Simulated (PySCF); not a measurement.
Structure from 2D NMR

Compound of formula C7H5FO2. Correlations simulated from computed shifts and the bond graph:

HSQC (one-bond C–H):
```
  δH     δC
8.40  134.0
8.08  123.9
7.69  136.5
7.50  127.0
```

COSY cross peaks (H two or three bonds apart, from the bond graph; peaks can be absent where the dihedral angle is near 90°):
```
  δH    δH
8.40  7.69
7.69  7.50
```

HMBC (two and three bonds, from the bond graph):
```
  δH                                 δC
8.40  171.8, 137.4, 136.5, 127.0, 123.9
8.08  172.8, 171.8, 137.4, 134.0, 127.0
7.69         172.8, 137.4, 134.0, 127.0
7.50         172.8, 136.5, 134.0, 123.9
```

Carbons without hydrogens: δ 172.8, 171.8, 137.4.

Non-relativistic, one computed conformer, gas phase. σ from GIAO-B97-2/pcSseg-2; PBE0-D3(BJ)/def2-TZVP geometry; PySCF 2.14.0 with density-fitted response routines.

Referencing at the same level of theory: ¹H and ¹³C against TMS.

Exchangeable hydrogens are left out of these lists.

Q: Assemble the structure.

A: `O=C(O)c1cccc(F)c1`.

Structure with atom numbers: `[O:1]=[C:2]([OH:3])[c:4]1[cH:5][cH:6][cH:7][c:8]([F:9])[cH:10]1` (H(Xn): hydrogen on atom n).

1. δC 172.8 is C8, an aromatic carbon bearing fluorine.
2. δC 171.8 is C2, a carboxylic acid carbon.
3. δC 137.4 is C4, a substituted aromatic carbon.
4. δC 136.5 is C6, an aromatic CH (δH 7.69).
5. δC 134.0 is C5, an aromatic CH (δH 8.40).
6. δC 127.0 is C7, an aromatic CH (δH 7.50).
7. δC 123.9 is C10, an aromatic CH (δH 8.08).
8. HMBC from δH 8.40 reaches the proton-free carbons C2, C4.
9. HMBC from δH 8.08 reaches the proton-free carbons C8, C2, C4.
10. HMBC from δH 7.69 reaches the proton-free carbons C8, C4.
11. HMBC from δH 7.50 reaches the proton-free carbon C8.
12. COSY links 8.40–7.69, 7.69–7.50.

The data come from this structure; uniqueness wasn't tested.

The OH or NH signal is concentration- and solvent-dependent in practice; the value given is the gas-phase one. Shifts are as computed. Against solution values, carbons near 30 ppm lie about +3 ppm off and those near 130 ppm about +7 ppm. Of 1309 compounds with measured shifts, 239 miss one by over three times the rms of a fit or turn the order of signals round; such compounds aren't used in these exercises. The C=O carbon of an acid or of an amide with N–H lies up to 10 ppm further downfield in solution, through hydrogen bonding that the calculation lacks.
